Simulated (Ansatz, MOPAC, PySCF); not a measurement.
Constitutional and geometric isomers with formula C2H8N2. All species are isolated molecules in the gas phase. One relaxed conformer stands for each flexible species; it need not be the lowest. Strings in code marks are SMILES.

Quantity: electronic energy of isomers of C2H8N2 relative to `NCCN`, in kcal/mol. Semi-empirical values (MOPAC) are differences of heats of formation.

Level 1: B3LYP/cc-pVTZ // PBE0-D3(BJ)/def2-TZVP (Ansatz, a quantum-chemistry and plane-wave program)
Level 2: LC-ωPBE/cc-pVTZ // PBE0-D3(BJ)/def2-TZVP (Ansatz)
Level 3: PBE-D3(BJ)/def2-TZVP // PBE0-D3(BJ)/def2-TZVP (PySCF)
Level 4: PM6 // PBE0-D3(BJ)/def2-TZVP (MOPAC)

| species | level 2 | level 3 | level 4 |
|---|---|---|---|
| `CC(N)N` | -0.55 | -0.69 | -0.37 |
| `CNCN` | 5.25 | 4.61 | 10.9 |

Task: What does level 1 give for each?

Result: 
- `CC(N)N`: -0.57
- `CNCN`: 4.38
